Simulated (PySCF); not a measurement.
Dissociation curve of Al₂, triplet.

Computed with: UHF/cc-pVTZ (PySCF); UKS-wB97X-V = unrestricted wB97X-V/cc-pVTZ (PySCF 2.14.0); UHF/LANL2DZ = unrestricted Hartree-Fock/LANL2DZ, with its core potentials past Ne (PySCF 2.14.0); UKS-CAM-B3LYP = unrestricted CAM-B3LYP/cc-pVTZ (PySCF 2.14.0); UKS-BP86/6-31G* = unrestricted BP86/6-31G*, spherical d in PySCF 2.14.0.

Energies are in kJ/mol, each relative to the lowest point of its own curve near equilibrium.

| R / Å | UHF | UKS-wB97X-V | UHF/LANL2DZ | UKS-CAM-B3LYP | UKS-BP86/6-31G* |
|---|---|---|---|---|---|
| 2.46 | 22.5 | 16.1 | 33.4 | 16.0 | 0.8 |
| 2.59 | 6.4 | 3.0 | 13.0 | 3.6 | 1.8 |
| 2.62 | 4.2 | 1.6 | 9.8 | 2.1 | 2.5 |
| 2.73 | 0.0 | 0.0 | 2.0 | 0.0 | 0.2 |
| 2.80 | 0.0 | 1.5 | 0.0 | 1.0 | 0.0 |
| 2.90 | 2.7 | 6.2 | 0.0 | 4.8 | 2.1 |
| 3.04 | 10.3 | 16.3 | 4.3 | 13.3 | 8.2 |
| 3.14 | 17.6 | 25.2 | 9.4 | 20.9 | 14.0 |
| 3.36 | 35.3 | 47.6 | 22.2 | 39.9 | 28.8 |
| 3.69 | 52.2 | 79.6 | 35.6 | 70.1 | 51.8 |
| 4.13 | 63.6 | 102.2 | 45.2 | 95.6 | 79.2 |
| 4.49 | 68.4 | 111.9 | 49.6 | 105.7 | 97.7 |
| 4.91 | 71.6 | 118.4 | 52.9 | 112.2 | 115.1 |
| 5.48 | 73.9 | 122.9 | 55.6 | 116.5 | 132.3 |
| 6.00 | 75.0 | 124.9 | 56.8 | 118.3 | 142.4 |
| 6.77 | 75.8 | 126.3 | 57.7 | 119.4 | 147.2 |
| 7.36 | 76.2 | 126.8 | 58.0 | 119.8 | 148.0 |
| 8.29 | 76.5 | 127.2 | 58.3 | 120.1 | 148.5 |

At the longest distance, 8.29 Å, UKS-BP86/6-31G* lies highest above its minimum (148.5 kJ/mol) and UHF/LANL2DZ lowest (58.3 kJ/mol).

The scan ran from 2.16 to 8.29 Å; beyond the distances shown one of the unrestricted levels run for this scan, shown here or not, changes its spin distribution in one step. The unrestricted determinant behind UHF is spin-contaminated at 2.46 Å (<S²> up to 2.1, against 2.00 for a pure triplet). The unrestricted determinant behind UHF/LANL2DZ is spin-contaminated at 2.46 Å (<S²> up to 2.2, against 2.00 for a pure triplet).
